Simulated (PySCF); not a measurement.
## Ionisation energy of Ti by level of theory

Ti [Ar] 3d2 4s2 (3F) → Ti⁺ [Ar] 3d2 4s1 (4F), as a difference of total energies. Computed with PySCF 2.14 in pcseg-2 (6s4p3d2f1g, 56 functions), with the non-relativistic Hamiltonian (point nucleus). Correlated levels: valence: [Ar] frozen. The calculations carry no spin-orbit coupling.

```
           method  ionisation energy (eV)  difference from reference (eV)
              UHF                   5.527                          -1.301
              LDA                   6.872                          +0.044
             BP86                   6.799                          -0.029
    MP2 (valence)                   6.246                          -0.582
SCS-MP2 (valence)                   6.401                          -0.427
```

Reference: 6.828 eV (measured; NIST levels, between the centres of gravity of the two terms).

These non-relativistic numbers lack the scalar-relativistic shift.

Errors of the correlated levels include the incompleteness of this basis and the frozen core.

MP2 underrates the near-degeneracy of ns² with np² in the lower species.
